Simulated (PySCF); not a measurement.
PtH₄, singlet: computed properties

Level of theory: PBE in PySCF with Pt def2-TZVP with ECP60, H def2-TZVP; scalar-relativistic core potentials, no spin–orbit coupling; density-fitted integrals.

The structure is a minimum.

```
Point group                                                                   : D2d
Bond lengths                                                                  : H–H 0.955 Å (×2), Pt–H 1.661 Å (×4)
Bond angles                                                                   : H–H–Pt 73.3° (×4), H–Pt–H 33.4° (×2), H–Pt–H 156.5° (×4)
Entropy at 298.15 K and 1 bar                                                 : 241.9 J/(mol K)
Lowest empty level                                                            : -1.69 eV
Principal quadrupole moments (Buckingham, traceless) about the centre of mass : -3.46, -3.46, 6.92 D Å
Principal polarisabilities                                                    : 42.3, 42.3, 46.4 bohr³
Enthalpy at 298.15 K above 0 K                                                : 12.10 kJ/mol
Heat capacity Cp at 298.15 K                                                  : 52.0 J/(mol K)
Rotational constants                                                          : 18.36, 1.582, 1.582 cm⁻¹
Dipole moment                                                                 : 0.00 D
Highest occupied level                                                        : -5.50 eV
Rotational symmetry number                                                    : 4
Atomisation energy without zero-point energy                                  : 1200 kJ/mol
Zero-point energy                                                             : 74.2 kJ/mol
```

Harmonic modes (masses in u: Pt 194.965, H 1.008):
```
symmetry  ω (cm⁻¹)  IR (km/mol, summed over degenerate members)  μ (u)
       e       375                                          0.4   1.03
      b2       734                                          426   1.02
      b1       909                                          0.0   1.01
      a1      1315                                          0.0   1.01
       e      1975                                          0.7   1.01
      a1      2327                                          0.0   1.01
      b2      2422                                         13.7   1.01
```

In D2d the vibrations span 2e + 2b2 + b1 + 2a1. The a1, b1 modes carry no infrared intensity, as symmetry demands.

Charges (e):
```
    atom  Mulliken  Löwdin  polar tensor  Mayer order to Pt1
     Pt1     -0.26   -0.21         -0.36                   –
H2,3,4,5      0.06    0.05          0.09                0.53
```
Other Mayer orders above 0.3: H–H 0.47 (×2).

Mulliken populations on Pt1 (electrons outside its core potential): s 3.06, p 6.12, d 9.06, f 0.01.

Stability towards spin polarisation was not tested. Only a few start shapes were tried, so a lower isomer may exist. Spin–orbit coupling, left out here, can matter for elements this heavy.

The final relaxation and frequency run took 24 s on 2 threads of a shared Intel Xeon Platinum 8259CL @ 2.50GHz (Skylake/Cascade Lake) host, with 64 basis functions and 8 gradients; the process peaked at 0.9 GiB.
